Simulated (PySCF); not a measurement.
Simulated Si 2p region for `C1CO[SiH2]O1`, binding energy against the vacuum level.

Every computed line was given a Gaussian of 0.7 eV full width at half maximum and an area set by the number of equivalent atoms (split 2:1 within a doublet); the highest printed point is 100. Theory: delta-SCF UKS SCAN, pcX-2 on the ionised atom, pcseg-1 elsewhere, spin-free X2C (PySCF).

binding energy (eV), intensity and a bar:
```
    107.0          0 
    107.1          1 
    107.2          3 #
    107.3          8 ##
    107.4         15 #####
    107.5         27 ########
    107.6         44 #############
    107.7         63 ###################
    107.8         82 ########################
    107.9         95 ############################
    108.0        100 ##############################
    108.1         97 #############################
    108.2         89 ###########################
    108.3         79 ########################
    108.4         71 #####################
    108.5         64 ###################
    108.6         57 #################
    108.7         49 ###############
    108.8         39 ############
    108.9         29 #########
    109.0         19 ######
    109.1         11 ###
    109.2          6 ##
    109.3          3 #
    109.4          1 
    109.5          0 
    109.6          0
```

Count the maxima, the lines and the sites behind this envelope.

The curve has 1 maximum (at 108.0 eV). Under it lie 2 lines from 1 inequivalent silicon site, drawn as a 2p3/2, 2p1/2 pair. At this width some lines have no maximum of their own.

Decompose the envelope and assign each component. Numbering: `[CH2:1]1[CH2:2][O:3][SiH2:4][O:5]1`.

```
position (eV)  relative area      line  atoms           environment
       107.97           0.67  Si 2p3/2    Si4  oxygen-bound silicon
       108.60           0.33  Si 2p1/2    Si4  oxygen-bound silicon
```

What are the centre and the root-mean-square width of the whole band?

The area-weighted mean of the lines is 108.18 eV. Their own spread about it is 0.30 eV (rms) and each Gaussian has σ = 0.7/2.355 = 0.30 eV; the variances add, which gives 0.42 eV.

No satellites, vibrations or lifetime broadening are included. For 2p shells one spin-free hole was relaxed; a mean-field spin–orbit operator and the ground-state splitting of the three 2p orbitals were then diagonalised within the shell. The shell's mean is (2 × 2p3/2 + 2p1/2)/3, and the degeneracies 2j + 1 give areas of 2:1. 2p1/2 minus 2p3/2 (ligand field included): Si 0.63 eV. The structure is a single PBE0-D3(BJ)/def2-SVP conformer in the gas phase; no vibrational or solvent corrections.
